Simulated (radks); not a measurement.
The bromine ion Br+, 34 electrons, occupied as [Ar] 3d10 4s2 4p4.

All-electron calculation, scalar-relativistic Kohn-Sham, PBEsol, spin-polarised, spherical densities, point nucleus; open shells are filled with parallel spins first. Program: a radial shooting solver on a logarithmic mesh with Libxc functionals.

Energy parts (hartree):
part                       energy
total                 -2604.26004
kinetic                2660.40821
electron-nucleus      -6268.24189
Hartree                1093.62191
exchange-correlation    -90.04827

Orbitals (lengths in bohr, moments of r in powers of bohr; r(max) is where P^2 peaks):
orbital	occ.	eigenvalue (hartree)	r(max)	<r>	<r^2>
1s up	1	-489.4762	0.02793	0.04277	0.002463
1s down	1	-489.4711	0.02793	0.04277	0.002463
2s up	1	-64.05494	0.1593	0.1897	0.04241
2s down	1	-64.05204	0.1593	0.1897	0.04241
2p up	3	-56.56070	0.1275	0.1655	0.03353
2p down	3	-56.55596	0.1275	0.1655	0.03353
3s up	1	-9.14416	0.4843	0.5519	0.3505
3s down	1	-9.13791	0.4843	0.5518	0.3502
3p up	3	-6.77874	0.4812	0.5645	0.3735
3p down	3	-6.77160	0.4813	0.5642	0.3729
3d up	5	-2.86387	0.4305	0.5910	0.4336
3d down	5	-2.85441	0.4305	0.5891	0.4301
4s up	1	-1.14469	1.408	1.633	3.039
4s down	1	-1.07884	1.401	1.633	3.048
4p up	3	-0.66901	1.624	1.947	4.379
4p down	1	-0.60423	1.623	1.974	4.526

The highest occupied level is 4p down at -16.442 eV. The density falls to 0.001 e/bohr^3 at r = 3.81 bohr. For comparison, the ionisation energy in NIST's Atomic Spectra Database is 21.591 eV (measured). In exact Kohn-Sham theory the highest level is minus the ionisation energy, but local and semilocal functionals leave it too shallow, through self-interaction and a potential that decays too fast; potentials with the right tail come closer. Spin moment in Bohr magnetons: 2. Summed over all electrons, <r^2> = 31.30 bohr^2, which gives a Langevin (diamagnetic) susceptibility term of -24.8 x 10^-6 cm^3/mol.
